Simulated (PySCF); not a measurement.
These 2 structures share the formula C8H9FS. Computed with PBE0-D3(BJ)/def2-SVP geometry optimisation, gas phase in PySCF 2.14.0. One conformer each; no zero-point energy, no entropy. No frequencies were run at this level. Point groups hold within 0.08 Å.

Question: Order them by energy at this level, lowest first, and give relative energies in kcal/mol.
A. `[CH3:1][S:2][c:3]1[cH:4][cH:5][c:6]([CH2:7][F:8])[cH:9][cH:10]1` with C1–S2–C3–C4 180°, C5–C6–C7–F8 -177°
B. `[CH:1]#[C:2][C@@H:3]1[C@H:4]2[CH2:5][CH2:6][C@:7]1([SH:8])[C@@H:9]2[F:10]` with C6–C7–S8–H -52°

Answer: A (0.0), B (59.2).

As drawn, the lower has an aromatic ring, which the higher lacks; the higher has a four-membered ring, a C≡C bond and an S–H bond, which the lower lacks.

```tsv
SMILES	E (Eh)	E rel (kcal/mol)	dipole (D)	point group	A, B, C (MHz)
CSc1ccc(CF)cc1	-807.28854	0.0	0.63	near Cs	3323, 536.4, 464.7
C#C[C@@H]1[C@H]2CC[C@]1(S)[C@@H]2F	-807.19417	59.2	1.36	C1	1433, 1136, 876.5
```
